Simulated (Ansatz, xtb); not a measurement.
Relative energy of two isomers of C5H8FNO

We compare I, `C=C(N)C(=O)[C@@H](C)F`, a singlet, with II, `[H]/N=C(C)/C(O)=C(/C)F`, a singlet. Both are isolated molecules in the gas phase, relaxed with B3LYP-D3(BJ)/def2-SVP; each stands in its lowest conformer found.

Quicker runs give these differences E(II) − E(I): GFN2-xTB −23.70 kJ/mol; HF/STO-3G −27.64 kJ/mol (at GFN2-xTB geometries); r2SCAN-D4/def2-SVP −2.36 kJ/mol (at GFN2-xTB geometries).

Q: Estimate E(II) − E(I) at the level CCSD(T)/def2-SVP + ΔMP2/def2-TZVPP.

A: CCSD(T)/def2-SVP + ΔMP2/def2-TZVPP gives E(II) − E(I) = +4.81 kJ/mol, favouring structure I, but this leans on the basis-set step: CCSD(T) alone gives +3.86 kJ/mol.

Level by level:

```csv
level,geometry,E(II) − E(I) (kJ/mol),departure from the last row (kJ/mol),"job, with rough time for the two"
GFN2-xTB,GFN2-xTB,−23.70,−28.51,"optimisation, 0.4 s"
HF/STO-3G,GFN2-xTB,−27.64,−32.46,"single point, 2.4 s"
r2SCAN-D4/def2-SVP,GFN2-xTB,−2.36,−7.17,"single point, 14 s"
B3LYP-D3(BJ)/def2-SVP,B3LYP-D3(BJ)/def2-SVP,+3.52,−1.29,"optimisation, 3 min"
HF/def2-SVP,B3LYP-D3(BJ)/def2-SVP,+19.76,+14.94,part of the CCSD(T) run
MP2/def2-SVP,B3LYP-D3(BJ)/def2-SVP,+5.34,+0.52,part of the CCSD(T) run
CCSD(T)/def2-SVP,B3LYP-D3(BJ)/def2-SVP,+3.86,−0.95,single point
CCSD(T)/def2-SVP + ΔMP2/def2-TZVPP,B3LYP-D3(BJ)/def2-SVP,+4.81,,"single point, 6.9 min"
```

As drawn, II has 1 C=N, 1 C–O, 1 O–H in place of 1 C–N, 1 C=O, 1 N–H.

GFN2-xTB, HF/STO-3G, r2SCAN-D4/def2-SVP put the two in the other order. The largest departure from CCSD(T)/def2-SVP + ΔMP2/def2-TZVPP is that of HF/STO-3G, 32.46 kJ/mol. The last row adds to CCSD(T) the change of the MP2 difference between the two basis sets, here +0.95 kJ/mol.

With thermal terms from frequencies at re-optimised GFN2-xTB minima (ideal gas, soft modes damped towards free rotors, one conformer each, 298.15 K, 1 atm): on the last row, ΔE + ΔZPE = +4.50, ΔH = +4.61, ΔG = +4.05 kJ/mol.

The correlated steps freeze 8 core orbitals. Mirror images aren't counted in ΔG. Run with Ansatz 0.2.0, xtb 6.7.1; the last row on 2 threads of Intel(R) Xeon(R) Processor @ 2.50GHz (Skylake/Cascade Lake) on a shared host.
